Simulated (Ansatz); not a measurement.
`C[S][GeH]([F])[F]` and `[CH3][GeH]([F])[F]` differ in one atom or group.

Ansatz, PBE0-D4/def2-TZVP geometries, multiplicity 1. Each molecule was computed in one conformer, which needn't be the lowest.

Scalar relativity is left out up to krypton.

```csv
property,`C[S][GeH]([F])[F]`
HOMO–LUMO gap (PBE0/def2-TZVPP) / eV,7.09
LUMO energy (PBE/def2-TZVPP) / eV,-1.48
zero-point energy (PBE0-D4/def2-TZVP) / kJ/mol,136.6
HOMO–LUMO gap (ωB97M-V/def2-TZVPP) / eV,11.20
HOMO energy (B3LYP/def2-TZVPP) / eV,-7.41
LUMO energy (ωB97M-V/def2-TZVPP) / eV,1.34
```

(1) What does the change do to each property? (Best estimate.)

Results:

(1) Ansatz gave: 
```tsv
property	`[CH3][GeH]([F])[F]`	shift
HOMO–LUMO gap (PBE0/def2-TZVPP) / eV	10.11	3.02
LUMO energy (PBE/def2-TZVPP) / eV	-0.29	1.19
zero-point energy (PBE0-D4/def2-TZVP) / kJ/mol	129.4	-7.2
HOMO–LUMO gap (ωB97M-V/def2-TZVPP) / eV	14.05	2.85
HOMO energy (B3LYP/def2-TZVPP) / eV	-9.23	-1.82
LUMO energy (ωB97M-V/def2-TZVPP) / eV	2.35	1.01
```

With PBE0 the HOMO falls by 1.80 eV and the LUMO rises by 1.21 eV, so the gap widens by about 3.01 eV. PBE moves the HOMO by -1.58 eV and ωB97M-V by -1.84 eV. The zero-point energy changes by -7.2 kJ/mol with -3 modes.

B3LYP here is the variant with VWN-RPA as its local correlation; programs differ in this.
